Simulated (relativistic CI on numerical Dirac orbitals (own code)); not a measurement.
Sb V: q coefficients and field-shift factors

Computed by Dirac-Coulomb-Breit CI, KLI orbitals optimised for each configuration, valence Slater integrals scaled by 0.85, P86 correlation energy added to each configuration, derivatives by finite differences, QED left out (own radial code, finite nucleus).

CI space (outside the closed core [Kr]): 4d10 5s, 4d10 5p, 4d10 5d, 4d10 5f, 4d10 6s, 4d9 5s2, 4d10 4f, 4d10 6p. Levels of other configurations are missing.

With x = (α/α₀)² − 1 an excitation energy changes as ω = ω₀ + qx; K = 2q/ω₀ is the relative enhancement. Terms are leading LS components, so labels can repeat. The field-shift factor is F = δν/δ⟨r²⟩ for the transition from the lowest level.

Lowest level 4d10 5s 2S_1/2.

```
          Level  ω₀ (cm⁻¹)  q (cm⁻¹)       K  F (GHz/fm²)
4d10 5p 2P°_1/2      80668      6164   0.153        -15.6
4d10 5p 2P°_3/2      89097     15470   0.347        -15.8
 4d10 5d 2D_3/2     196727     16650   0.169        -15.6
 4d10 5d 2D_5/2     197774     17650   0.179        -15.6
 4d10 6s 2S_1/2     217952     11530   0.106        -10.5
 4d9 5s2 2D_5/2     236595    -31400  -0.265         20.9
4d10 4f 2F°_7/2     242752     17420   0.144        -15.4
4d10 4f 2F°_5/2     243021     17700   0.146        -15.4
 4d9 5s2 2D_3/2     246445    -21840  -0.177         21.1
4d10 6p 2P°_1/2     247717     13090   0.106        -15.5
4d10 6p 2P°_3/2     250779     16440   0.131        -15.6
4d10 5f 2F°_7/2     309022     17480   0.113        -15.4
4d10 5f 2F°_5/2     309101     17580   0.114        -15.4
```

At this charge configurations can still be misplaced by up to about 7 % of their energy. Levels and lines within the n = 5 or 6 shells can be off by up to 10 % or somewhat more, and those that change n by about 2 %, since core polarisation is missing.
